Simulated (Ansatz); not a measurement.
Program: Ansatz. Geometries: PBE0-D4/def2-TZVP. ΔE: electronic, gas phase. CBS: MP2 limit from def2 TZ/QZ plus the TZ coupled-cluster correction, frozen cores. Functionals use def2-TZVPP. Each species was taken in one conformer, which may not be the lowest.

Reaction (formal exchange of groups at the Si–H bond): `CO[SiH]` + `OC(O)=CCl` → `CO[Si]Cl` + `C=C(O)O`

| level | ΔE (kJ/mol) |
| --- | --- |
| LDA (SPW92) | -210.7 |
| ωB97M-V | -223.9 |
| B2PLYP | -223.2 |
| CCSD/def2-SVP | -209.1 |
| CCSD(T)/def2-SVP | -207.3 |
| HF/def2-QZVPP | -226.7 |
| MP2/CBS(def2) | -229.0 |
| CCSD/CBS(def2) | -222.5 |

**Question.** What does CCSD(T)/CBS give? (Best estimate.)

**Answer.** The calculation gave: -221.4 kJ/mol. The listed levels differ from it by 10.7, -2.5, -1.8, 12.3, 14.1, -5.3, -7.6, -1.1 kJ/mol.

Largest T1 diagnostic among the species: 0.015.

From BLYP to BHLYP (50 % exact exchange), in def2-TZVPP and without D4, ΔE moves by −5.5 kJ/mol. At CCSD(T), def2-SVP lies +14.1 kJ/mol from the extrapolated value and def2-TZVPP +4.3 kJ/mol.
